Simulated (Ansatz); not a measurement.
Input file for Ansatz (an electronic-structure program): R-PBE/def2-TZVPP on C3H8O2 (SMILES COCOC).

Ansatz 0.2 input:
```yaml
crystal:
  periodic: [false, false, false]
  atoms:
    - {symbol: C, position_ang: [1.30250515, 1.16767916, 0.69119157]}
    - {symbol: O, position_ang: [-0.01572914, 0.71829390, 0.96678003]}
    - {symbol: C, position_ang: [-0.81968153, 0.60497154, -0.17489561]}
    - {symbol: O, position_ang: [-0.41147971, -0.40309480, -1.05794534]}
    - {symbol: C, position_ang: [-0.56274538, -1.71364620, -0.53333292]}
    - {symbol: H, position_ang: [1.84368637, 0.46043192, 0.05777155]}
    - {symbol: H, position_ang: [1.28560769, 2.14494915, 0.19389792]}
    - {symbol: H, position_ang: [1.81156931, 1.26164513, 1.64842832]}
    - {symbol: H, position_ang: [-1.82984243, 0.40945841, 0.20087428]}
    - {symbol: H, position_ang: [-0.79758592, 1.52979477, -0.76147088]}
    - {symbol: H, position_ang: [-0.26253393, -2.40537349, -1.31797506]}
    - {symbol: H, position_ang: [-1.60751740, -1.90708956, -0.26193594]}
    - {symbol: H, position_ang: [0.06374690, -1.86791992, 0.34871209]}
basis:
  gaussian:
    orbitals: def2-TZVPP
hamiltonian:
  xc: {name: PBE}
scf: {lower_state_search: off}
```

It printed:

```
WARN ansatz: RAYON_NUM_THREADS=4 ignored (pool sized by the plan → 4); use --threads N
Functional definition: PBE
these checks for a lower state are left out or cut short: stability, starts, cluster_reference, orbital_swaps, neighbouring_geometries, increment
integrals: 0.18 GiB planned
1314 factors; their error is unknown
mean field: 1.43 GiB planned
mean field evaluation 1: about -7317.5244 eV, gradient 7.2e1 eV
mean field evaluation 2: about -7299.7777 eV, gradient 1.1e2 eV
mean field evaluation 4: about -7328.9109 eV, gradient 8.6e0 eV
mean field evaluation 8: about -7329.0453 eV, gradient 2.5e-1 eV
mean field evaluation 16: about -7329.0114 eV, gradient 1.2e-4 eV
mean field -7329.01144736 eV, -269.3362029080 hartree, gradient 1.4e-6 eV, S^2 0.000000; 0 other end points of the search recorded, 0 dependent functions left out
reference -7329.01149282 eV, -269.3362045786 hartree; 21, 21 occupied and 246, 246 virtual orbitals, 1314 factors
Total energy: -7329.01149282 eV, -269.3362045786 hartree
Checks for a lower state left out: stability, starts, cluster_reference, orbital_swaps, neighbouring_geometries, increment
```

The run converged.

Cost: about 5 core-seconds (a rough figure).
